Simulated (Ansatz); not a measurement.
This geometry of BH3LiNS (7 atoms, charge 0, multiplicity 1) is a first-order saddle point.

All numbers below come from Ansatz 0.2.0, RKS B3LYP/def2-SVPD.

```xyz
7
Properties=species:S:1:pos:R:3
Li -2.163 0.310 1.008
B -0.203 0.010 0.034
N 1.196 0.141 0.530
S -0.134 -0.497 -1.741
H 1.387 1.080 0.876
H 1.372 -0.476 1.322
H -1.455 -0.568 -2.029
```

Which two structures does it join? (They come from a converged band through this point; their orientation in space is the band's.)

No bond is made or broken. The dihedral S4–B2–N3–H5 goes from 0 to 180°. The two ends are copies of one structure, up to a mirror image or an exchange of like atoms.

Initial state:

```xyz
7
Properties=species:S:1:pos:R:3
Li -2.227 -0.146 1.075
B -0.272 -0.019 0.125
N 1.000 0.178 0.714
S -0.106 -0.175 -1.744
H 1.878 0.228 0.202
H 1.125 0.285 1.710
H -1.400 -0.351 -2.082
```

Final state:

```xyz
7
Properties=species:S:1:pos:R:3
Li -2.227 -0.146 1.075
B -0.272 -0.018 0.125
N 1.000 0.178 0.714
S -0.105 -0.178 -1.744
H 1.125 0.286 1.709
H 1.878 0.227 0.202
H -1.399 -0.349 -2.082
```

How far does it lie above each of them?

0.92 eV above the first and 0.92 eV above the second. This is the barrier of this one path; another mechanism may lie lower.

The run took 2.8 min on 2 threads of Arm Neoverse V1, on a shared host, peak memory 0.21 GiB.
